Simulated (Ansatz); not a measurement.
beryllium hydride (HBe), doublet, at a GFN2-xTB geometry (such geometries of metal compounds can be far from the true shape); HF/def2-TZVP run with Ansatz (a program for electronic structure).

Here is a job for Ansatz.
Ansatz 0.2 input:
```yaml
crystal:
  periodic: [false, false, false]
  atoms:
    - {symbol: Be, position_ang: [-0.00000000, -0.00000000, -0.26247756]}
    - {symbol: H, position_ang: [0.00000000, 0.00000000, 1.04991026]}
basis:
  gaussian:
    orbitals: def2-TZVP
hamiltonian:
  xc: hf
magnetization: {spin_polarized: true, initial_magnetization: 1}
accuracy: high
```

It wrote (shortened):

```
Functional definition: HF
387 factors; integrals over basis functions are off by at most 3.4e-9 eV
mean field evaluation 1: about -411.4647 eV, gradient 5.7e0 eV
mean field evaluation 2: about -411.4668 eV, gradient 5.7e0 eV
mean field evaluation 4: about -412.2472 eV, gradient 8.7e-1 eV
mean field evaluation 8: about -412.2744 eV, gradient 2.5e-4 eV
mean field -412.27443922 eV, -15.1508061919 hartree, gradient 1.5e-8 eV, S^2 0.751664; 0 other end points of the search recorded, 0 dependent functions left out
reference -412.27443922 eV, -15.1508061919 hartree; 3, 2 occupied and 22, 23 virtual orbitals, 387 factors
Total energy: -412.27443922 eV, -15.1508061919 hartree
```
